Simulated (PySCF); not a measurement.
## Diatomics of I with the chalcogens

PBE with double-zeta basis sets in PySCF, for the lowest determinant that a PBE0 search found; no spin–orbit coupling. De refers to high-spin ground-configuration atoms. A positive dipole means M(−)I(+).

```
 M       basis  state (unpaired electrons)  Re (Å)  ωe (cm⁻¹)  De (eV)  μ (D)
 O  x2c-SVPall               doublet (π ↑)   1.937        650     2.89   2.48
 S    def2-SVP               doublet (π ↑)   2.358        384     2.61   1.33
Se  cc-pVDZ-PP               doublet (π ↑)   2.492        262     2.48   0.66
Te  cc-pVDZ-PP               doublet (π ↑)   2.699        209     2.34  -0.23
```

(1) By what factor does the harmonic wavenumber vary along the series?

The rows differ in basis set, which adds steps of its own.

Relativity is treated differently too: O spin-free X2C; S scalar-relativistic core potentials; Se scalar-relativistic core potentials; Te scalar-relativistic core potentials.

Down a group bonds as a rule get longer and wavenumbers fall, partly through the reduced mass; this series shows no clear exception.

These are scalar-relativistic numbers at best; spin–orbit coupling would shift them, the dissociation energy most. States were picked by a PBE0 search and need not be the measured ground states.

Results:

(1) At PBE it runs from 209 cm⁻¹ (TeI) to 650 cm⁻¹ (IO), a factor of 3.11.
